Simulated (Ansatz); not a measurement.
```yaml
crystal:
  periodic: [false, false, false]
  atoms:
    - {symbol: N, position_ang: [0.925548, -2.509434, 1.444819]}
    - {symbol: C, position_ang: [0.547457, -1.545010, 0.927064]}
    - {symbol: Ga, position_ang: [-0.023820, 0.016275, -0.001604]}
    - {symbol: C, position_ang: [-1.287543, -0.153778, -1.400998]}
    - {symbol: N, position_ang: [-2.053680, -0.235376, -2.267245]}
    - {symbol: C, position_ang: [0.657392, 1.732696, 0.466355]}
    - {symbol: N, position_ang: [1.096279, 2.725162, 0.764562]}
basis:
  gaussian: {orbitals: cc-pVDZ}
hamiltonian: {xc: {name: TPSS}}
output: {forces: true}
```

```sh
$ ansatz run in.yaml --threads 4 --pin off --events-out ev --progress --plain --max-ram 10444MiB
```

Output, abridged:

```
Error: YAML parse error: error: line 13 column 19: hamiltonian.xc: no functional is named "TPSS"; the names, which are not case-sensitive, are SVWN5, SPW92, PBE, PBE0, PBEsol, revPBE, revPBE0, RPBE, rPW86-PBE, HSE06, wPBEh, LC-wPBE, HISS, HF, BLYP, B3LYP, B3LYP5, BHLYP, CAM-B3LYP, r2SCAN, r2SCANh, r2SCAN0, r2SCAN50, m-r2SCAN, B97, wB97, wB97X, wB97X-V, B97M-V, wB97M-V, B2PLYP, B2GP-PLYP, PBE0-DH, PBE-QIDH
  --> <input>:13:19
   |
11 | basis:
12 |   gaussian: {orbitals: cc-pVDZ}
13 | hamiltonian: {xc: {name: TPSS}}
   |                   ^ hamiltonian.xc: no functional is named "TPSS"; the names, which are not case-sensitive, are SVWN5, SPW92, PBE, PBE0, PBEsol, revPBE, revPBE0, RPBE, rPW86-PBE, HSE06, wPBEh, LC-wPBE, HISS, HF, BLYP, B3LYP, B3LYP5, BHLYP, CAM-B3LYP, r2SCAN, r2SCANh, r2SCAN0, r2SCAN50, m-r2SCAN, B97, wB97, wB97X, wB97X-V, B97M-V, wB97M-V, B2PLYP, B2GP-PLYP, PBE0-DH, PBE-QIDH
14 | output: {forces: true}
   |
```

Task: What is wrong with this run?

Result: The method's name isn't one that the program takes here. The input was rejected before any iteration.

HSE06 is defined as in plane-wave codes.
